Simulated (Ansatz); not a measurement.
One change: `[F][Ti]([F])([F])[F]` becomes `[OH][Ti]([F])([F])[F]`.

Ansatz, PBE0-D4/def2-TZVP geometries, multiplicity 1. Each molecule was computed in one conformer, which needn't be the lowest.

Scalar relativity is left out up to krypton.

| property | `[F][Ti]([F])([F])[F]` |
| --- | --- |
| LUMO energy (ωB97M-V/def2-TZVPP) / eV | -0.70 |
| LUMO energy (PBE/def2-TZVPP) / eV | -4.01 |
| HOMO–LUMO gap (PBE/def2-TZVPP) / eV | 6.42 |
| HOMO–LUMO gap (PBE0/def2-TZVPP) / eV | 9.42 |
| HOMO energy (PBE/def2-TZVPP) / eV | -10.42 |
| HOMO energy (ωB97M-V/def2-TZVPP) / eV | -15.01 |

Problem. What does the change do to each property? (Best estimate.)

Solution. Ansatz gave: 
```tsv
property	`[OH][Ti]([F])([F])[F]`	shift
LUMO energy (ωB97M-V/def2-TZVPP) / eV	-0.20	0.50
LUMO energy (PBE/def2-TZVPP) / eV	-3.50	0.51
HOMO–LUMO gap (PBE/def2-TZVPP) / eV	5.29	-1.13
HOMO–LUMO gap (PBE0/def2-TZVPP) / eV	8.04	-1.38
HOMO energy (PBE/def2-TZVPP) / eV	-8.79	1.63
HOMO energy (ωB97M-V/def2-TZVPP) / eV	-13.06	1.95
```

With PBE0 the HOMO rises by 1.93 eV and the LUMO rises by 0.55 eV, so the gap narrows by about 1.38 eV. PBE moves the HOMO by 1.63 eV and ωB97M-V by 1.95 eV. The zero-point energy changes by 25.8 kJ/mol with +3 modes.
